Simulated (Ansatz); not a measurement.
ClH3Ti (SMILES [Cl][TiH3]) moved off its minimum; all values from Ansatz (a program for electronic structure), cores frozen in correlated methods.
(charge 0, multiplicity 1)
```xyz
5

Ti     0.5844    -0.1984     0.6441
Cl    -0.9756     0.4146    -0.8761
H      2.1005     0.2280    -0.0691
H      0.5077     0.4377     2.1589
H      0.5043    -1.9680     0.6621
```

Forces at wB97M-V/def2-TZVPP (eV/Å):

| atom | Fx | Fy | Fz |
|---|---|---|---|
| Ti1 | -0.280 | -0.806 | -1.838 |
| Cl2 | 0.805 | -0.231 | 0.968 |
| H3 | -0.546 | -0.179 | 0.378 |
| H4 | -0.095 | 0.178 | 0.367 |
| H5 | 0.117 | 1.039 | 0.125 |

Problem. Give the forces (eV/Å), the total energy and the dipole at CCSD(T)/def2-TZVPPD.

Solution. 
```
atom      Fx      Fy      Fz
----  ------  ------  ------
Ti1   -0.462  -0.741  -1.926
Cl2    0.633  -0.170   0.788
H3    -0.175  -0.084   0.203
H4    -0.104   0.353   0.810
H5     0.107   0.642   0.125
```
Energy -1310.0499 hartree, dipole 1.19 D.
